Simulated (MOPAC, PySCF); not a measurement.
Constitutional and geometric isomers with formula H2B2O. All species are isolated molecules in the gas phase. One relaxed conformer stands for each flexible species; it need not be the lowest. Strings in code marks are SMILES.

Quantity: vertical ionisation energy (energy after one electron is removed minus that of the parent at the parent's geometry), in eV.

Level 1: B3LYP/6-31G* // B3LYP-D3(BJ)/def2-TZVP (PySCF)
Level 2: minus the HOMO energy of HF/6-31G* // B3LYP-D3(BJ)/def2-TZVP (PySCF)
Level 3: minus the HOMO energy of HF/STO-3G // B3LYP-D3(BJ)/def2-TZVP (PySCF)
Level 4: minus the HOMO energy of PM6 // B3LYP-D3(BJ)/def2-TZVP (MOPAC)

| species | level 1 | level 2 | level 3 | level 4 |
|---|---|---|---|---|
| `[H]/B=B/O` (B–B–O–H torsion 180°) | 7.26 | 6.97 | 4.29 | 6.55 |
| `B1BO1` | 10.13 | 10.45 | (withheld) | (withheld) |
| `BB=O` (H–B–B–O torsion 29°) | 12.35 | 13.46 | 11.08 | (withheld) |

Task: Some entries are withheld; supply them.

Result: 
- `B1BO1`, level 3: 8.57
- `B1BO1`, level 4: 9.18
- `BB=O` (H–B–B–O torsion 29°), level 4: 11.37
